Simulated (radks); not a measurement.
Values are calculated unless marked as measured or tabulated.
Q: Species: Pm I. Configuration: [Kr] 4d10 4f6 5s1 5p6 6s2 (not the ground configuration). Level of theory: scalar-relativistic Kohn-Sham, PBE, spin-unpolarised, spherical densities, finite nucleus; Fermi nuclear charge, rms radius 4.962 fm (a radial shooting solver on a logarithmic mesh with Libxc functionals). Some entries of the table are withheld. Estimate them.

orbital  occ.  eigenvalue (hartree)  r(max) (bohr)  <1/r> (bohr^-1)
1s          2                   (1)        0.01479            67.42
2s          2             -268.9339        0.08380              (2)
2p          6             -240.1790            (3)            14.67
3s          2                   (4)         0.2386            5.696
3p          6             -49.53630         0.2337            5.376
3d         10             -37.15668         0.1918            5.102
4s          2             -11.58486         0.5523            2.383
4p          6              -8.62626         0.5765            2.193
4d         10              -4.44768         0.6035            1.917
5s          1              -1.54016          1.295           0.9130
5p          6              -0.84020          1.472           0.7668
6s          2              -0.13327          3.701           0.2894
4f          6              -0.04308         0.6447            1.254

A: 
(1) 1s eigenvalue (hartree): -1654.349
(2) 2s <1/r> (bohr^-1): 15.59
(3) 2p r(max) (bohr): 0.06761
(4) 3s eigenvalue (hartree): -58.56766
